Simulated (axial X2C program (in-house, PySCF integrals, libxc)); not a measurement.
**Worked dissociation energy of GaF⁺: CCSD(T), spin-free**

All values were computed with an axial X2C code built on PySCF integrals. Spin-free means the one-electron spin-free X2C Hamiltonian. Basis: Ga dyall-cv3z [9s9p7d4f1g], F dyall-av3z [7s6p3d2f] (cores contracted in-house); Gaussian nuclei, density fitting, unrestricted open shells. Masses: Ga 68.926 u, F 18.998 u.

Molecular state: M_S = 1/2, Λ = 0 (beyond evenly filled blocks: σα).

Correlated methods: 9 electrons correlated (number of frozen shells: Ga 3 s, 2 p, 1 d; F 1 s), 259 virtual spin orbitals or spinors in MP2, 89 natural virtuals in coupled cluster.

```
E(Ga+) (2M_S = 0, M_L = 0) : -1942.066224 hartree
E(F) (2M_S = 1, M_L = 0)   : -99.730538 hartree
E(GaF⁺) at Re              : -2041.856047 hartree
ωe                         : 746.5 cm⁻¹
```

**Question.** Work out De and D0.

**Answer.** De = -1942.066224 + (-99.730538) − (-2041.856047) = 0.05929 hartree = 1.613 eV. The zero-point energy is ωe/2 = 373 cm⁻¹ = 0.046 eV, so D0 = 1.567 eV.

One determinant describes the state; a PBE0 search over occupations chose it and may have missed a lower one. Dissociation energies refer to the lowest single-determinant-based atoms at the same level and basis. Coupled cluster ran in a truncated set of natural virtual spinors; the MP2 energy of the rest was added. (T) has no such correction and the atoms are truncated less, which lowers De at CCSD(T) by a hundredth of an eV or more. With the outer-core shells frozen, correlated bond lengths of heavy atoms tend to come out a few hundredths of an ångström too long.

Each atomic determinant is the lowest at this level and need not be a pure term. Totals compare only within one Hamiltonian and basis.
